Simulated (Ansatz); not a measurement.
Two isomers of H7NOSiSn: A = `N[SiH](O)[SnH3]`, B = `[OH][SnH2][NH][SiH3]`.

Calculated with Ansatz (gas phase, PBE0-D4/def2-TZVP geometries, no zero-point term in ΔE). CCSD(T)/CBS adds triple-zeta CCSD(T) − MP2 to the extrapolated MP2 energy (def2 sets, frozen cores). DFT in def2-TZVPP. B3LYP here is the variant with VWN-RPA as its local correlation; programs differ in this. Elements past krypton have def2 core potentials. For Sn outer-core shells are correlated without core-valence functions, which leaves a few kJ/mol of doubt a bond. One conformer a species, not always the lowest.

(1) Which is lower in electronic energy at CCSD(T)/CBS, and by how much? (Estimate.)

(2) Give E(B) − E(A) in kcal/mol with PBE0-D4, B3LYP-D4, r2SCAN-D4, CCSD(T)/def2-TZVPP, HF/def2-TZVPP, ωB97M-V, CCSD/def2-TZVPP. (Best estimate.)

Largest T1 diagnostic: 0.013.

## Answers

(1) The calculation gave: A, by 19.9 kcal/mol.

(2) Ansatz gave: PBE0-D4 24.8, B3LYP-D4 22.4, r2SCAN-D4 23.3, CCSD(T)/def2-TZVPP 20.4, HF/def2-TZVPP 20.1, ωB97M-V 22.6, CCSD/def2-TZVPP 21.0. None reverses the order clearly.

From PBE to PBE0 (25 % exact exchange), in def2-TZVPP and without D4, E(B) − E(A) moves by +0.8 kcal/mol.
